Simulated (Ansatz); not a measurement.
`F[CH2][GeH2][Br]` → Br• + C• + F• + Ge• + 4 H•  (atomization)

Computed with Ansatz on PBE0-D4/def2-TZVP structures; ΔE is electronic, products minus reactants. CCSD(T)/CBS adds triple-zeta CCSD(T) − MP2 to the extrapolated MP2 energy (def2 sets, frozen cores). This one scheme is used for every species, atoms too. Functionals use def2-TZVPP. B3LYP here is the variant with VWN-RPA as its local correlation; programs differ in this. HSE06 is defined as in plane-wave codes. Open shells (•) are unrestricted, without spin–orbit coupling. Spin–orbit coupling would lower the free atoms: a little for C, F; clearly for Br, Ge. For Br, Ge outer-core shells are correlated without core-valence functions, so the limit isn't a true one: a few kJ/mol of doubt a bond, and 10 to 20 or more in all where bonds break to atoms. Scalar relativity is left out up to krypton. One conformer a species, not always the lowest.

| level | ΔE (kcal/mol) | difference from CCSD(T)/CBS |
| --- | --- | --- |
| LDA (SPW92) | 690.1 | 88.8 |
| PBE-D4 | 606.7 | 5.4 |
| revPBE-D4 | 590.2 | -11.1 |
| BLYP-D4 | 591.9 | -9.4 |
| r2SCAN-D4 | 601.0 | -0.3 |
| B97M-V | 600.8 | -0.5 |
| PBE0-D4 | 596.6 | -4.7 |
| B3LYP-D4 | 593.7 | -7.6 |
| r2SCAN0-D4 | 590.8 | -10.5 |
| HSE06-D4 | 596.9 | -4.4 |
| BHLYP-D4 | 578.0 | -23.3 |
| CAM-B3LYP-D4 | 597.6 | -3.7 |
| ωB97X-V | 601.2 | -0.1 |
| ωB97M-V | 595.6 | -5.7 |
| B2PLYP | 589.5 | -11.8 |
| PBE | 602.9 | 1.6 |
| revPBE | 580.0 | -21.3 |
| BLYP | 583.8 | -17.5 |
| r2SCAN | 600.1 | -1.2 |
| PBE0 | 593.5 | -7.8 |
| B3LYP | 587.7 | -13.6 |
| r2SCANh | 595.8 | -5.5 |
| r2SCAN0 | 589.8 | -11.5 |
| HSE06 | 594.0 | -7.3 |
| BHLYP | 572.9 | -28.4 |
| CAM-B3LYP | 594.4 | -6.9 |
| LC-ωPBE | 593.4 | -7.9 |
| HF/def2-SVP | 433.5 | -167.8 |
| MP2/def2-SVP | 568.7 | -32.6 |
| CCSD(T)/def2-SVP | 562.1 | -39.2 |
| HF/def2-TZVPP | 431.9 | -169.4 |
| MP2/def2-TZVPP | 595.0 | -6.3 |
| SCS-MP2/def2-TZVPP | 590.3 | -11.0 |
| CCSD/def2-TZVPP | 577.9 | -23.4 |
| CCSD(T)/def2-TZVPP | 587.0 | -14.3 |
| HF/def2-QZVPP | 431.9 | -169.4 |
| MP2/def2-QZVPP | 603.2 | 1.9 |
| HF/CBS(def2) | 431.9 | -169.4 |
| MP2/CBS(def2) | 609.2 | 7.9 |
| CCSD/CBS(def2) | 592.2 | -9.1 |
| CCSD(T)/CBS | 601.3 | 0 |

Largest T1 diagnostic among the species: 0.010.

Leaving LDA and LC-ωPBE aside and taking each functional with its dispersion term where it has one, the values spread over 28.6 kcal/mol, from BHLYP-D4 to PBE-D4. LDA lies +87.2 kcal/mol from PBE without D4, its usual overbinding. From BLYP to BHLYP (50 % exact exchange), in def2-TZVPP and without D4, ΔE moves by −10.9 kcal/mol: exact exchange takes away binding that semilocal exchange gives to molecules. In def2-TZVPP, CCSD(T) changes the Hartree–Fock value by +155.1 kcal/mol (the triples alone add +9.1 kcal/mol) and MP2 by +163.1 kcal/mol; breaking electron pairs costs correlation energy, which Hartree–Fock lacks.

For atomizations the MP2-based limit and the directly extrapolated one differ by several kJ/mol either way, and by 10 to 25 for some Ge, Se and Sn compounds, so smaller differences from it don't rank the levels.
